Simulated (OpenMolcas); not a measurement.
**C II: effect of the basis set**

```yaml
Program: OpenMolcas 26.06
Method: "SS-CASPT2, IPEA 0.25 Eh, imaginary shift 0.1 Eh (closed shells correlated: 1s)"
Active_space: 3 electrons in 8 orbitals (2s 2p 3s 3p)
State_averaging: 2S+1 = 4 odd, 1 root; 2S+1 = 2 odd, 11 roots; 2S+1 = 4 even, 3 roots; 2S+1 = 2 even, 9 roots
Spin-orbit_coupling: RASSI with atomic mean-field integrals over the reference wave functions, term energies averaged over their components
```

A. ANO-RCC-VTZP [4s3p2d1f], DKH2, point nucleus; CASPT2 step about 5 core-seconds
B. ANO-R2 [4s4p2d1f], X2C, finite nucleus; CASPT2 step roughly 7 core-seconds
C. ANO-RCC-VQZP [5s4p3d2f1g], DKH2, point nucleus; CASPT2 step about 8 core-seconds
D. ANO-RCC [8s8p4d3f2g], DKH2, point nucleus; CASPT2 step about 14 core-seconds

Energies in eV above 2s2 2p 2P* 1/2, the measured ground level; measured values from NIST Handbook of Basic Atomic Spectroscopic Data.

```
         Level       A       B       C       D  Measured
2s2 2p 2P* 1/2  0.0000  0.0000  0.0000  0.0000    0.0000
2s2 2p 2P* 3/2  0.0073  0.0072  0.0073  0.0073    0.0079
 2s 2p2 4P 1/2   5.171   5.199   5.208   5.238    5.3317
 2s 2p2 4P 3/2   5.173   5.202   5.211   5.241    5.3345
 2s 2p2 4P 5/2   5.177   5.206   5.215   5.245    5.3380
 2s 2p2 2D 3/2   9.282   9.305   9.234   9.248    9.2905
 2s 2p2 2D 5/2   9.283   9.306   9.234   9.248    9.2901
 2s 2p2 2S 1/2  12.046  12.050  11.970  12.003   11.9637
 2s 2p2 2P 1/2  13.876  13.878  13.798  13.810   13.7156
 2s 2p2 2P 3/2  13.882  13.883  13.803  13.816   13.7208
```

Deviations, from unrounded energies. A percentage is the sum of absolute deviations over the sum of measured energies, with the sign that they share, or ± where signs differ.

| Against measurement | Levels | A | B | C | D |
| --- | --- | --- | --- | --- | --- |
| mean absolute deviation (cm-1) | 9 | 810 | 750 | 590 | 530 |
| fine structure of the ground term (%) | 1 | -7.5 | -8.8 | -6.7 | -7.1 |
| other configurations (%) | 8 | ±1.2 | ±1.1 | ±0.9 | ±0.8 |

D lies closest to measurement on these levels and A furthest from it. The largest miss of D in the table is 2s 2p2 2P 3/2, by +760 cm-1. The ranking rests on the paired levels alone, and a cruder setting can come out closer through cancelling errors.

Among A to D the level of the table that moves most is 2s 2p2 2S 1/2, by 650 cm-1 (lowest in C, highest in B). Moves below CASPT2's spread within the term are not significant.

The run also gave levels led by 2s2 3p, which use shells meant for correlation; these and all levels above them are left out. Measured partners are found by configuration, term and J. A level has none where our copy of the source lacks it or the pairing is in doubt (some pairs that miss far off the trend of their configuration count as doubtful), and it then counts in no deviation. Levels of configurations outside the active space are missing. The table leaves out levels that lie high or whose names do not pair safely across all columns.

* marks odd parity.
